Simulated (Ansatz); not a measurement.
Reaction (ligand exchange at the Si–N bond): `C=C[SiH2]N[SiH2]O` + `CO[SiH2]S` → `CO[SiH2]S[SiH2]O` + `C=C[SiH2]N`

Computed with Ansatz on PBE0-D4/def2-TZVP structures; ΔE is electronic, products minus reactants. CCSD(T)/CBS adds triple-zeta CCSD(T) − MP2 to the extrapolated MP2 energy (def2 sets, frozen cores). This one scheme is used for every species. DFT in def2-TZVPP. B3LYP here is the variant with VWN-RPA as its local correlation; programs differ in this. One conformer a species, not always the lowest.

`C=C[SiH2]N[SiH2]O`:

```xyz
15

C     0.596    2.065    0.323
C     0.984    1.193    1.251
Si    0.981   -0.649    0.977
N     0.395   -1.073   -0.592
Si   -1.240   -1.296   -1.075
O    -1.994    0.059   -1.633
H     0.259    1.737   -0.657
H     0.604    3.138    0.494
H     1.319    1.582    2.212
H     0.094   -1.287    1.986
H     2.365   -1.168    1.149
H     1.071   -1.009   -1.341
H    -1.289   -2.225   -2.225
H    -1.948   -1.811    0.125
H    -2.198    0.744   -0.994
```

`CO[SiH2]S`:

Cartesian coordinates in Å:
```
C -0.295 -1.500 -0.690
O -0.194 -0.094 -0.709
Si -0.086 0.802 0.659
S 0.351 2.816 0.168
H -0.177 -1.863 -1.712
H 0.485 -1.954 -0.068
H -1.272 -1.825 -0.317
H 0.967 0.214 1.531
H -1.378 0.855 1.390
H 1.600 2.549 -0.252
```

`CO[SiH2]S[SiH2]O`:

```xyz
14

C     1.989    0.593   -0.431
O     1.029    0.544    0.612
Si   -0.414    1.338    0.499
S    -1.633    0.501   -1.029
Si   -1.729   -1.461   -0.150
O    -0.238   -2.087    0.106
H     2.242    1.628   -0.683
H     2.890    0.086   -0.084
H     1.617    0.090   -1.329
H    -0.204    2.762    0.139
H    -1.027    1.167    1.835
H    -2.429   -2.331   -1.118
H    -2.488   -1.348    1.121
H     0.395   -1.482    0.513
```

`C=C[SiH2]N`:

```xyz
11

C     1.367   -0.587    0.975
C     0.238    0.080    1.198
Si   -0.972    0.514   -0.153
N    -0.523   -0.017   -1.721
H     2.067   -0.835    1.768
H     1.639   -0.914   -0.026
H     0.016    0.385    2.221
H    -1.119    1.995   -0.195
H    -2.287   -0.098    0.180
H    -0.612   -0.981   -1.994
H     0.186    0.458   -2.253
```

```tsv
level	ΔE (kcal/mol)
PBE-D4	-4.5
PBE0-D4	-3.8
B3LYP-D4	-2.2
r2SCAN	-3.2
B3LYP	-0.7
HF/def2-TZVPP	2.1
MP2/def2-TZVPP	-2.3
CCSD(T)/def2-TZVPP	-1.2
```

**Question.** What does CCSD(T)/CBS give? (Estimate.)

**Answer.** Ansatz gave: -2.0 kcal/mol. The listed levels differ from it by -2.5, -1.8, -0.2, -1.2, 1.3, 4.1, -0.3, 0.8 kcal/mol.

Largest T1 diagnostic among the species: 0.012.

In def2-TZVPP, CCSD(T) changes the Hartree–Fock value by −3.3 kcal/mol (the triples alone add −0.8 kcal/mol) and MP2 by −4.4 kcal/mol. The D4 term adds −1.4 kcal/mol with B3LYP and −0.7 kcal/mol with PBE0; it sums over pairs of atoms, weighted by their polarisabilities, and B3LYP, whose exchange is more repulsive, gets the larger term.

CCSD(T)/CBS has its own doubt, a few kJ/mol and more with outer-core shells, so smaller differences from it don't rank the levels.
